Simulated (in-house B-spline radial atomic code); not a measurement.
## Ionising neutral palladium with different functionals

Computed with an all-electron radial atomic-structure program (B-spline basis): non-relativistic Hamiltonian, point nucleus, spin-polarised at highest spin, spherical fractional occupations for the functionals, the average over the highest-spin determinants for Hartree-Fock. The ionisation energy is the difference of two self-consistent energies, [Kr] 4d10 → [Kr] 4d9, without Breit or QED terms; ε is the level of the shell that loses the electron (its least bound occupied spin orbital). There is no spin-orbit coupling in this Hamiltonian.

Hybrids are left out here: with spherical fractional occupations of an open shell their exact exchange keeps a self-interaction that integer-occupation calculations don't have.

| method | rung | ΔSCF (eV) | -ε(4d) (eV) |
| --- | --- | --- | --- |
| Hartree-Fock | Hartree-Fock | 6.66 | 9.14 |
| LDA VWN5 | LDA | 9.38 | 4.37 |
| LDA PW92 | LDA | 9.37 | 4.37 |
| LDA exchange-only | LDA | 8.06 | 3.24 |
| PBE | GGA | 9.09 | 4.11 |
| PBEsol | GGA | 9.09 | 4.11 |
| BLYP | GGA | 9.06 | 4.09 |
| RPBE | GGA | 9.00 | 4.03 |
| PW91 | GGA | 9.16 | 4.17 |
| BP86 | GGA | 9.22 | 4.25 |
| AM05 | GGA | 9.07 | 4.08 |
| OLYP | GGA | 8.95 | 3.94 |
| TPSS | meta-GGA | 8.94 | 3.96 |
| SCAN | meta-GGA | 9.11 | 4.14 |
| r2SCAN | meta-GGA | 9.08 | 4.10 |
| M06-L | meta-GGA | 8.75 | 3.75 |
| revTPSS | meta-GGA | 8.90 | 3.93 |

Problem. How do they compare with the NIST value?

Solution. NIST lists 8.337 eV (measured, ground level to ground level). Errors run from -1.68 to +1.04 eV; M06-L is closest (+0.41 eV), but part of that can be cancellation, since the calculations leave out relativity, Breit-QED terms, multiplet and fine-structure energies. Hartree-Fock also lacks correlation.
